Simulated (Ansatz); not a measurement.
The first iterations of a band of FGaH2OS (6 atoms, charge 0, multiplicity 1).

These are results of Ansatz 0.2.0, RKS PBE-D4/def2-SVP, not measurements.

```yaml
movable_images: 6
climbing_image: no
spring: 5.0 eV/Å²
optimiser: quadratic models (default)
start_path: IDPP
force_threshold: 0.05 eV/Å
iteration_limit: 60
end_points: relaxed
```

First end point:

```xyz
6
Properties=species:S:1:pos:R:3
O 1.091 -0.247 -1.234
Ga 0.331 -0.435 0.377
F 1.167 -1.562 1.438
S -1.481 0.547 1.163
H 0.608 0.385 -1.798
H -1.674 1.247 0.008
```

Last end point:

```xyz
6
Properties=species:S:1:pos:R:3
O 1.215 -0.253 -1.473
Ga 0.266 -0.233 0.044
F 0.881 -1.288 1.316
S -1.545 0.947 0.478
H 0.833 0.342 -2.145
H -1.609 0.420 1.734
```

| iteration | highest image above the first end (eV) | largest band force component (eV/Å) |
| --- | --- | --- |
| 1 | 0.179 | 0.876 |
| 2 | 0.132 | 0.311 |

Task: Does the band converge within its limit, and where does its top end?

Result: The run converged. It ended after 5 iterations with the highest image 0.124 eV above the first end. No image climbed, so the highest image needn't sit at the top of the path.

Run time: 87 s on 1 thread of Arm Neoverse V1 (shared host), peak memory 0.12 GiB.
